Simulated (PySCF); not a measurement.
# A ladder of Hamiltonians for Pr⁵⁷⁺ (praseodymium, charge +57)

Occupied: 1s1/2. Hartree-Fock calculated with PySCF 2.14 in an even-tempered Gaussian basis (19 s from 12 bohr⁻², ratio 2.3; 15 p from 15 bohr⁻², ratio 2.3), Gaussian nucleus throughout. NR is non-relativistic, sf-X2C the spin-free one-electron X2C Hamiltonian, X2C adds the bare one-electron spin-orbit term, X2C-SNSO screens it by Boettger's factors, DC is four-component Dirac-Coulomb, and the Gaunt and Breit terms are added at first order (total energies over the DC spinors, levels after relaxing the spinors in that mean field). QED terms are absent. Levels marked empty are virtual spinors of this ion.

```
   level (eV)        NR    sf-X2C       X2C  X2C-SNSO
        1s1/2  -46360.7  -48667.5  -48667.5  -48667.5
2s1/2 (empty)  -11208.0  -11907.7  -11907.7  -11907.7
2p1/2 (empty)  -11097.9  -11384.6  -11784.5  -11776.9
2p3/2 (empty)  -11097.9  -11384.6  -11212.4  -11215.2
3s1/2 (empty)   -4954.7   -5198.9   -5198.9   -5198.9
```

Problem. Where do the four-component calculations put these levels?

Solution. 1s1/2: DC -48705.4, DC+Gaunt -48628.4, DC+Breit -48628.4; 2s1/2 (empty): DC -11911.7, DC+Gaunt -11903.2, DC+Breit -11904.2; 2p1/2 (empty): DC -11774.6, DC+Gaunt -11756.7, DC+Breit -11759.3; 2p3/2 (empty): DC -11218.2, DC+Gaunt -11209.2, DC+Breit -11211.8; 3s1/2 (empty): DC -5200.0, DC+Gaunt -5197.6, DC+Breit -5197.9 (eV).

| Hamiltonian | E (hartree) | E − E(DC) (hartree) | CPU seconds |
| --- | --- | --- | --- |
| NR | -3444.0981 | 175.1510 | 0.58 |
| sf-X2C | -3617.8412 | 1.4079 | 0.35 |
| X2C | -3617.8412 | 1.4079 | 0.35 |
| X2C-SNSO | -3617.8412 | 1.4079 | 0.35 |
| DC | -3619.2491 | 0.0000 | 6.5 |
| DC+Gaunt | -3616.3944 | 2.8547 | 11 |
| DC+Breit | -3616.3944 | 2.8547 | 100 |

Weight of the small component: 1s1/2 0.0482, 2s1/2 0.0117, 2p1/2 0.0116, 2p3/2 0.0111, 3s1/2 0.00511.

Koopmans' value for the highest occupied level at DC+Breit: 48628.4 eV, against an ionisation energy of 48571.71 ± 0.05 eV (theoretical estimate listed by NIST; NIST Atomic Spectra Database, ionization energies); the former lacks relaxation, correlation, QED and recoil.

The whole ladder took 120 s of wall time on 1 thread of Neoverse-N1 (shared host), launched as `OMP_NUM_THREADS=1 python relrun2.py TASK.json OUT` (a driver that calls PySCF for each Hamiltonian).
